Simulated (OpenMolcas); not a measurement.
3d5 along the 23-electron sequence

- Program: OpenMolcas 26.06
- Method: XMS-CASPT2, IPEA 0.25 Eh, imaginary shift 0.1 Eh
- Basis: ANO-RCC-VTZP
- Scalar Hamiltonian: DKH2, point nucleus
- Spin-orbit coupling: RASSI with atomic mean-field integrals over the reference wave functions, term energies averaged over their components

Active space for each ion: 5 electrons in 10 orbitals (3d 4d); closed shells correlated by CASPT2: 3s 3p.

Computed levels in cm-1 above 6S 5/2:

```
                               Level   Mn2+   Fe3+   Co4+
                              4G 5/2  28230  33510  39160
                              4G 7/2  28250  33560  39240
                              4G 9/2  28280  33590  39290
                             4G 11/2  28290  33610  39290
                              4P 5/2  31000  37080  43220
                              4P 3/2  31030  37140  43340
                              4P 1/2  31070  37220  43500
                              4D 7/2  33830  40200  46860
                              4D 1/2  33840  40240  46980
weight of 6S in the lowest level (%)    100    100    100
```

Measured, with the error of the calculation in %. Measured levels: Mn2+ from Corliss and Sugar, J. Phys. Chem. Ref. Data 6, 1253 (1977); Fe3+ from Corliss and Sugar, J. Phys. Chem. Ref. Data 11, 135 (1982); Co4+ from Sugar and Corliss, J. Phys. Chem. Ref. Data 10, 1097 (1981).

```csv
Level,Mn2+,Fe3+,Co4+
4G 11/2,,32246 (+4.2),37218 (+5.6)
4P 5/2,29168 (+6.3),35254 (+5.2),40753 (+6.1)
4P 3/2,,35333 (+5.1),40891 (+6.0)
4P 1/2,,35407 (+5.1),41024 (+6.0)
4D 7/2,32307 (+4.7),38779 (+3.7),44709 (+4.8)
4D 1/2,32369 (+4.5),38897 (+3.5),44908 (+4.6)
```

4G 5/2 changes by a factor of 1.39 over the same range, with steps per unit of Z of +5280, +5650 cm-1.

Term energies are means over components that CASPT2 splits; among the terms shown or strongly mixed into the levels shown the widest spread is 360 cm-1 (3d5 4G, Mn2+). Active for correlation alone: 4d; no level in the range computed is led by a configuration that fills it, so any true level of that kind is missing. Computed and measured levels are paired by configuration, term and J; levels that our copy of the source lacks, or whose pairing is in doubt (as where it misses far off the trend of its configuration), stay unpaired and out of the deviations. Levels of configurations outside the active space are missing.
